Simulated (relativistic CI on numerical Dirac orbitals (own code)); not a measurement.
# Slater and spin-orbit integrals, Ir²²⁺

Method of calculation: Dirac-Coulomb-Breit CI, separate exchange-only KLI orbitals for each configuration, QED by a radiative potential, unscaled Slater integrals (own radial code, finite nucleus).

Slater integrals F^k, G^k are unscaled and averaged over j, outside the closed core [Ar] 3d10 4d10; ζ comes from projecting the Hamiltonian with its Breit term on Σ l·s of the shell.

- 4s2 4p6 4f9: F^2(4f,4f) = 225000, F^4(4f,4f) = 145350, F^6(4f,4f) = 105860, ζ(4f) = 8378.9 cm⁻¹; <r>(4f) = 0.4564, <r^2>(4f) = 0.2421 (bohr units).
- 4s2 4p6 4f8 5s: F^2(4f,4f) = 227710, F^4(4f,4f) = 147210, F^6(4f,4f) = 107250, ζ(4f) = 8606.7, G^3(4f,5s) = 35300 cm⁻¹; <r>(4f) = 0.4518, <r^2>(4f) = 0.2372, <r>(5s) = 0.8081, <r^2>(5s) = 0.7269 (bohr units).
- 4s2 4p6 4f7 5s2: F^2(4f,4f) = 230630, F^4(4f,4f) = 149230, F^6(4f,4f) = 108770, ζ(4f) = 8837.1 cm⁻¹; <r>(4f) = 0.447, <r^2>(4f) = 0.2319 (bohr units).

Averages of the first 7 configurations, taken without configuration mixing, which lowers the lowest level and can move excited configurations by several eV; other configurations of the list can lie among them:

| Configuration | Parity | States | Average energy above the lowest level (eV) |
| --- | --- | --- | --- |
| 4s2 4p6 4f9 | odd | 2002 | 18.3 |
| 4s2 4p6 4f8 5s | even | 6006 | 77.7 |
| 4s2 4p6 4f7 5s2 | odd | 3432 | 146.2 |
| 4s2 4p5 4f10 | odd | 6006 | 490.1 |
| 4s2 4p6 4f8 6s | even | 6006 | 316.5 |
| 4s 4p6 4f10 | even | 2002 | 663.3 |
| 4p6 4f11 | odd | 364 | 1310.9 |
